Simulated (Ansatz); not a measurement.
Cartesian coordinates in Å:
```
C -1.7507 -1.1556 -2.2817
C -0.9720 -0.5543 -1.5855
Sn 0.3778 0.5020 -0.4223
C -0.6694 1.4612 1.0857
C -1.2700 2.0397 1.9559
C 1.6872 -0.8467 0.4476
C 2.4674 -1.6196 0.9444
H -2.4414 -1.6915 -2.8921
H 1.2230 1.6260 -1.3665
H -1.8041 2.5456 2.7277
H 3.1522 -2.3066 1.3869
```

The species carries charge 0 and has multiplicity 1. Sn: def2 effective core potential.

Task: List the r2SCAN/def2-TZVPP orbital energies in eV (Ansatz). (An estimate is asked.)

Result: Computed: Occupied: -273.36, -273.36, -273.36, -273.19, -273.19, -273.19, -137.86, -92.68, -92.68, -92.65, -27.16, -27.16, -27.11, -26.99, -26.99, -19.65, -19.48, -19.48, -15.22, -14.00, -14.00, -13.22, -10.18, -10.18, -9.42, -7.52, -7.52, -7.37, -7.37, -7.33, -7.29. Lowest empty: -1.11, -1.02, -1.02, -0.12, -0.12, -0.04, 0.54, 1.75.
